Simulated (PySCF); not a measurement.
## Exercise with solution: chemical shift, span and skew from a shielding tensor

Si(H)2(Br)(vinyl) (C₂H₅BrSi), SMILES C=C[SiH2]Br. Atoms are numbered in the order given.

```xyz
9

Si     0.0028    -0.8453     0.6285
Br    -0.9958     0.6809    -0.6920
C      1.8451    -0.7986     0.3649
C      2.7058    -0.4707     1.3389
H     -0.3083    -0.5150     2.0447
H     -0.5778    -2.1639     0.2588
H      2.2404    -1.0475    -0.6284
H      3.7893    -0.4514     1.1764
H      2.3660    -0.2046     2.3464
```

Geometry: B3LYP-D3(BJ)/def2-SVP. The values are those of a single conformer.

GIAO shieldings from PySCF with PBE0/pcSseg-1, non-relativistic, no solvent. The symmetric part of the tensor of C3 has the principal values -78.0, 33.4, 171.7 ppm. The same nucleus in TMS has σ = 186.3 ppm at this level (PySCF, at its B3LYP-D3(BJ)/def2-TZVP geometry). Without spin–orbit terms, shifts of atoms bonded to Cl or Br come out too high.

Problem. Work out the isotropic shielding, the ¹³C shift against TMS, the span and the skew.

Solution. 
σ(iso) = (σ11 + σ22 + σ33)/3 = 42.4 ppm. δ = σ(ref) − σ(iso) = 186.3 − (42.4) = 143.9 ppm.
Span Ω = σ33 − σ11 = 249.7 ppm. Skew κ = 3(σ(iso) − σ22)/Ω = 0.11. Tumbling in solution averages the tensor to δ; in a static solid the shielding alone would spread this spin-1/2 line over Ω.
